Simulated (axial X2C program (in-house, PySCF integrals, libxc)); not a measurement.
**Outer orbitals of WH at 1.705 Å, PBE0**

Computed with an in-house relativistic program for diatomic molecules. Spin-free means the one-electron spin-free X2C Hamiltonian; two-component (2c) means X2C with spin–orbit coupling and atomic mean-field two-electron Coulomb and Gaunt terms, so the difference of the two also holds small scalar two-electron terms. Basis: W dyall-cv3z [13s14p9d7f4g], H dyall-v3z [6s2p1d] (cores contracted in-house); Gaussian nuclei, density fitting, unrestricted open shells. Masses: W 183.951 u, H 1.008 u.

The distance is close to the 2c PBE0 minimum; the highest filled and lowest empty levels are listed.

Spin-free orbitals, state M_S = 5/2, Λ = 0 (beyond evenly filled blocks: σα, π+α, π-α, δ+α, δ-α) (Löwdin shares):

```
symmetry  occupied  ε (eV)           atomic character
      σβ       yes  -35.36                   100% W f
     π-β       yes  -35.32                   100% W f
     π+β       yes  -35.32                   100% W f
     δ-β       yes  -35.24                   100% W f
     δ+β       yes  -35.24                   100% W f
     φ+β       yes  -35.24                   100% W f
     φ-β       yes  -35.24                   100% W f
      σα       yes   -8.91  50% H s, 24% W s, 21% W d
      σβ       yes   -8.32  57% H s, 19% W d, 17% W s
      σα       yes   -6.19   49% W s, 41% W d, 5% W p
     π-α       yes   -5.77            96% W d, 3% H p
     π+α       yes   -5.77            96% W d, 3% H p
     δ-α       yes   -5.69                   100% W d
     δ+α       yes   -5.69                   100% W d
      σα        no   -1.76   62% W p, 23% W d, 8% H s
      σβ        no   -1.74  63% W s, 17% W d, 15% W p
     π+α        no   -0.97                    98% W p
     π-α        no   -0.97                    98% W p
```

Spinors with spin–orbit coupling (state Ω = 5/2):

```csv
ω,occupied,ε (eV),atomic character,λ mixture
7/2,yes,-34.77,100% W f,100% φ
5/2,yes,-34.74,100% W f,"79% δ, 21% φ"
3/2,yes,-34.68,100% W f,"62% π, 38% δ"
1/2,yes,-34.66,100% W f,"52% π, 48% σ"
-1/2,yes,-34.63,100% W f,"64% σ, 36% π"
-3/2,yes,-34.55,100% W f,"77% π, 23% δ"
-5/2,yes,-34.43,100% W f,"89% δ, 11% φ"
-7/2,yes,-34.38,100% W f,100% φ
1/2,yes,-8.91,"50% H s, 24% W s, 21% W d",100% σ
-1/2,yes,-8.35,"56% H s, 20% W d, 16% W s",100% σ
1/2,yes,-6.19,"50% W s, 41% W d, 5% W p",100% σ
-3/2,yes,-5.97,100% W d,"99% δ, 1% π"
-1/2,yes,-5.92,"95% W d, 3% H p","98% π, 2% σ"
3/2,yes,-5.65,"96% W d, 3% H p","99% π, 1% δ"
5/2,yes,-5.40,100% W d,100% δ
1/2,no,-1.79,"62% W p, 24% W d, 8% H s","98% σ, 2% π"
-1/2,no,-1.78,"62% W s, 18% W p, 15% W d","97% σ, 3% π"
-1/2,no,-1.12,"92% W p, 4% W d, 2% H p","94% π, 6% σ"
3/2,no,-0.83,98% W p,100% π
```

(1) How does the gap between the highest filled and lowest empty level change from the spin-free to the 2c table?

Mulliken charges and populations of the two-component result (they depend on the basis, above all on diffuse functions):

W 0.14 e (s 11.03 p 24.08 d 24.74 f 14.01), H -0.14 e (s 1.11 p 0.03). ⟨Lz⟩ = 0.03 ħ and ⟨Sz⟩ = 2.47 ħ (2.54 and -0.07 on the two atoms), which add up to Ω.

The state is one determinant whose occupation by symmetry is held fixed; it was picked as the lowest of a PBE0 search that is not exhaustive. Density functionals use the spin component along the axis (collinear). With several unpaired electrons one determinant need not be a pure state. This is the top spin component of a Σ state; components of lower Ω are not single determinants and can lie lower.

## Answers

(1) From 3.93 to 3.61 eV at PBE0, a change of -0.32 eV.
